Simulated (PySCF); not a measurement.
C3H8O2, SMILES O(C)COC, singlet, GFN2-xTB optimised geometry.

```
13

C      1.50    -1.40     0.00
O      0.08    -1.40     0.00
C     -0.48    -0.14     0.00
O     -0.17     0.54     1.19
C     -0.79     1.79     1.28
H      1.80    -2.45    -0.03
H      1.88    -0.88    -0.88
H      1.89    -0.93     0.90
H     -1.57    -0.29    -0.09
H     -0.12     0.46    -0.87
H     -1.89     1.69     1.26
H     -0.49     2.45     0.45
H     -0.48     2.23     2.22
```

Density from PBE/def2-TZVP run with PySCF 2.14.0 at that geometry.

Minimum of the electron density along straight lines between bonded atoms, close to the bond critical point (lines longer than 1.1 times the sum of covalent radii, or with two minima, are not listed):

| bond | length / Å | ρ at the minimum / e bohr⁻³ | ∇²ρ there / e bohr⁻⁵ | position (fraction from the first atom) |
|---|---|---|---|---|
| C1–O2 | 1.415 | 0.259 | -0.55 | 0.37 |
| O2–C3 | 1.377 | 0.290 | -0.72 | 0.64 |
| C3–O4 | 1.407 | 0.273 | -0.65 | 0.37 |
| O4–C5 | 1.402 | 0.266 | -0.56 | 0.64 |
| C1–H6 | 1.087 | 0.285 | -1.00 | 0.65 |
| C1–H7 | 1.097 | 0.278 | -0.94 | 0.64 |
| C1–H8 | 1.092 | 0.283 | -0.98 | 0.65 |
| C3–H9 | 1.102 | 0.283 | -0.99 | 0.65 |
| C3–H10 | 1.114 | 0.274 | -0.92 | 0.65 |
| C5–H11 | 1.097 | 0.278 | -0.94 | 0.64 |
| C5–H12 | 1.098 | 0.277 | -0.94 | 0.64 |
| C5–H13 | 1.088 | 0.285 | -1.00 | 0.65 |
